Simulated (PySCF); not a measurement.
## Choosing a basis for TDDFT

Species: hexanal, C₆H₁₂O.
SMILES: `CCCCCC=O`

TDDFT with PBE0 (PySCF), vertical singlets, core orbitals frozen in the response, spherical d and f functions. Geometry: PBE0-D3(BJ)/def2-SVP, one conformer, isolated molecule.

```tsv
basis	functions	diffuse	S1 (eV)	S2 (eV)	S3 (eV)	S4 (eV)	S5 (eV)	LUMO (eV)	α (au)
6-31G*	122	no	4.45	7.86	7.90	8.12	8.36	-0.18	66.2
6-31+G*	150	yes	4.42	6.77	7.26	7.44	7.48	-0.59	73.2
def2-SVP	158	no	4.42	7.73	7.87	7.93	8.07	-0.36	68.4
def2-SVPD	239	yes	4.38	7.00	7.50	7.58	7.64	-0.68	78.2
aug-cc-pVDZ	269	yes	4.35	6.32	6.77	6.90	6.97	-0.65	80.0
def2-TZVP	289	no	4.39	7.34	7.60	7.70	7.89	-0.55	76.4
```

Q: How much do these states and the polarisability depend on the basis?

A: States are compared by their number. Against the largest diffuse basis here (aug-cc-pVDZ, itself not a converged limit), sets without diffuse functions differ by up to 0.10 eV in S1 and 1.39 eV in S5; the smaller diffuse sets differ by up to 0.06 and 0.67 eV. State by state, the largest deviation of a set without diffuse functions is S1 0.10, S2 1.54, S3 1.13, S4 1.22, S5 1.39 eV. The same number needn't mean the same state in each row. Against aug-cc-pVDZ the polarisability deviates by -17% in 6-31G*, -8% in 6-31+G*, -14% in def2-SVP, -2% in def2-SVPD, -4% in def2-TZVP. A single + in a Pople set puts diffuse functions on heavy atoms only.
